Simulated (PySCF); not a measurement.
Compound: C4H4F2O4S.
Atom-mapped SMILES: `[O:1]=[S:2]1(=[O:3])[O:4][C@@H:5]([F:6])[C@H:7](/[CH:8]=[CH:9]\[F:10])[O:11]1` (hydrogens: H12 on C5; H13 on C7; H14 on C8; H15 on C9)

Computed, not measured: PBE0-D3(BJ)/def2-SVP geometry optimisation, gas phase (PySCF 2.14.0).

(1) Give the optimised bond lengths and angles.

Answers

(1) 
| bond | length (Å) | order |
| --- | --- | --- |
| O1=S2 | 1.430 | double |
| S2=O3 | 1.439 | double |
| S2–O4 | 1.654 | single |
| O4–C5 | 1.390 | single |
| C5–F6 | 1.351 | single |
| C5–C7 | 1.540 | single |
| C7–C8 | 1.492 | single |
| C8=C9 | 1.329 | double |
| C9–F10 | 1.327 | single |
| C7–O11 | 1.431 | single |
| S2–O11 | 1.623 | single |
| C5–H12 | 1.100 | single |
| C7–H13 | 1.097 | single |
| C8–H14 | 1.093 | single |
| C9–H15 | 1.093 | single |

Orders are formal, as drawn. A selection of angles:
| angle | degrees |
| --- | --- |
| O1–S2–O3 | 122.2 |
| O1–S2–O4 | 110.6 |
| O1–S2–O11 | 108.9 |
| O3–S2–O4 | 106.8 |
| O3–S2–O11 | 110.5 |
| O4–S2–O11 | 94.2 |
| S2–O4–C5 | 112.6 |
| O4–C5–F6 | 109.8 |
| O4–C5–C7 | 106.2 |
| F6–C5–C7 | 109.9 |
| C5–C7–C8 | 113.8 |
| C5–C7–O11 | 103.3 |
| C8–C7–O11 | 111.5 |
| C7–C8–C9 | 123.0 |
| C8–C9–F10 | 122.3 |
| S2–O11–C7 | 110.3 |

Torsions: O1–S2–O4–C5 113° (anticlinal); S2–O4–C5–F6 -99° (anticlinal); O4–C5–C7–C8 86° (synclinal); C5–C7–C8–C9 112° (anticlinal); C7–C8–C9–F10 -1° (synperiplanar); C5–C7–O11–S2 37° (synclinal); O1–S2–O11–C7 -137° (anticlinal).

The 2 C–O bonds span 1.390 Å (O4–C5, drawn single) to 1.431 Å (C7–O11, drawn single), a spread of 0.041 Å. Of the pairs four or more bonds apart, F10···H13 is among the closest relative to their van der Waals radii: 2.47 Å, 93 % of the sum of Bondi's values. O4 (oxygen bonded to C and S) is bent (angle 112.6°). O11 (oxygen bonded to C and S) is bent (angle 110.3°). The 5-membered ring S2–O4–C5–C7–O11 has internal angles of 94.2° to 112.6°; it is puckered, 0.15 Å rms from its mean plane, widest ring torsion 37°. S2 (sulfonyl sulfur) has angles from 94.2° to 122.2°. The C–F distances run from 1.327 Å (C9–F10, drawn single) to 1.351 Å (C5–F6, drawn single), a spread of 0.024 Å.

Point group: C1 (no symmetry element, even within 0.4 Å). Not checked by PBE0-D3(BJ)/def2-SVP frequencies. The numbers are those of one conformer.
